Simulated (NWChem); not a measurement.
System: Si$_{2}$H$_{2}$Cl$_{2}$F$_{2}$; SMILES F[SiH](F)[SiH](Cl)Cl

```xyz
8

Si     0.0030    -1.5561     0.3653
F      1.3165    -2.3505    -0.1903
F     -1.3150    -2.3497    -0.1806
Si     0.0011     0.6149    -0.5239
Cl    -1.7027     1.5567     0.2048
Cl     1.7076     1.5560     0.1994
H      0.0086    -1.5994     1.8607
H     -0.0013     0.7114    -2.0185
```
Atoms are numbered in this order, from 1.

Level: PBE-D3(BJ)/def2-SVP (NWChem), optimised geometry, unscaled harmonic frequencies. 

Question: List the harmonic frequencies with IR intensities, and the thermochemistry.

Answer: 
```csv
frequency (cm⁻¹),IR intensity (km/mol)
31,0.4
59,1.4
115,11.4
152,5.9
177,0.1
214,7.1
314,17.4
450,17.8
529,49.0
572,94.0
690,260.4
756,102.2
785,0.8
791,28.1
862,115.2
933,133.8
2189,73.4
2206,97.7
```

zero-point energy: 16.9 kcal/mol
thermal correction to the enthalpy at 298.15 K (with zero-point energy): 22.8 kcal/mol
heat capacity Cv: 26.7 cal/(mol K)
entropy at 298.15 K and 1 atm (symmetry number 1): 96.1 cal/(mol K)
dipole moment: 0.33 D

Rigid rotor and harmonic oscillator; modes under 100 cm⁻¹ make the entropy uncertain.
